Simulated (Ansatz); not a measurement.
The cluster Li4S2, relaxed as a singlet with RKS PBE0-D4/def2-TZVP in Ansatz, starting from the GFN1-xTB geometry. Force threshold 0.02 eV/Å.

Another isomer (singlet) lies 0.24 eV lower at PBE0-D4/def2-TZVP; other spin states weren't run for this one.

Start:

```csv
atom,x (Å),y (Å),z (Å)
Li1,-0.2264,2.6735,2.5855
Li2,-0.0016,-0.4785,0.8726
Li3,0.2055,-3.2004,-2.0631
Li4,0.0327,0.7329,-1.1284
S5,0.1223,-1.4573,-1.0975
S6,-0.1325,1.7298,0.8310
```

| step | energy (eV) | largest force component (eV/Å) | SCF passes |
| --- | --- | --- | --- |
| 1 | -22486.3344 | 0.774 | 15 |
| 2 | -22486.4026 | 0.364 | 18 |
| 3 | -22486.4277 | 0.059 | 19 |
| 4 | -22486.4382 | 0.058 | 19 |
| 5 (rejected) | -22486.4355 | 0.304 | 19 |
| 6 (rejected) | -22486.4360 | 0.167 | 19 |
| 7 | -22486.4403 | 0.019 | 18 |
| 8 | -22486.4417 | 0.091 | 18 |
| 9 | -22486.4426 | 0.081 | 19 |
| 10 | -22486.4483 | 0.022 | 19 |
| 11 | -22486.4510 | 0.052 | 18 |
| 12 | -22486.4553 | 0.256 | 18 |
| 13 | -22486.4653 | 0.160 | 19 |
| 14 | -22486.4767 | 0.015 | 18 |
| 15 | -22486.4794 | 0.052 | 18 |
| 16 (rejected) | -22486.4789 | 0.036 | 19 |
| 17 | -22486.4801 | 0.005 | 20 |

Force components are those of the run's own axes.

End:

```xyz
6

Li    0.125    2.865    2.129
Li   -0.019   -0.730    0.979
Li   -0.127   -2.859   -2.136
Li    0.019    0.726   -0.976
S     0.825   -1.381   -1.010
S    -0.823    1.378    1.013
```

By distances, no bond broke or formed. The bond that changes most is Li3–S5, from 1.99 to 2.09 Å (atoms count from 1).

The force fell under the threshold at step 7, but the optimiser went on and released 0.040 eV more. No frequencies were taken in this run, so the end may be a saddle point.

Run time 20 s (4 threads of Arm Neoverse V1 on a shared host).
